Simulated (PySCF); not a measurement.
SnHCl2Br, SMILES [Cl][SnH]([Cl])[Br].

The structure is a stationary point at PBE0-D3(BJ)/def2-SVP. The structure was generated by enumeration; whether it is a known compound was not checked. The def2 effective core potentials stand for the cores of Sn; spin–orbit coupling is left out.

Two levels are set side by side: PBE/def2-TZVP (PySCF) and r2SCAN/def2-TZVP (PySCF). Same geometry, gas phase. Differences are taken from unrounded values.

| quantity | PBE |
|---|---|
| orbital gap (eV) | 4.17 |
| highest occupied level (eV) | -7.65 |
| lowest empty level (eV) | -3.48 |
| dipole moment (D) | 1.88 |
| mean polarisability (bohr³) | 84.2 |

Problem. These are the PBE values. What does r2SCAN give? (An estimate is asked for; the answer gives what the named calculation found.)

Solution. 
```json
[
 {"quantity": "orbital gap (eV)", "r2SCAN": "4.70", "PBE minus r2SCAN": "-0.53"},
 {"quantity": "highest occupied level (eV)", "r2SCAN": "-8.02", "PBE minus r2SCAN": "0.37"},
 {"quantity": "lowest empty level (eV)", "r2SCAN": "-3.32", "PBE minus r2SCAN": "-0.16"},
 {"quantity": "dipole moment (D)", "r2SCAN": "1.98", "PBE minus r2SCAN": "-0.11"},
 {"quantity": "mean polarisability (bohr³)", "r2SCAN": "81.8", "PBE minus r2SCAN": "2.5"}
]
```

Rough cost on one machine, each run with all the roots and properties that it gave: r2SCAN against PBE about 3 times.
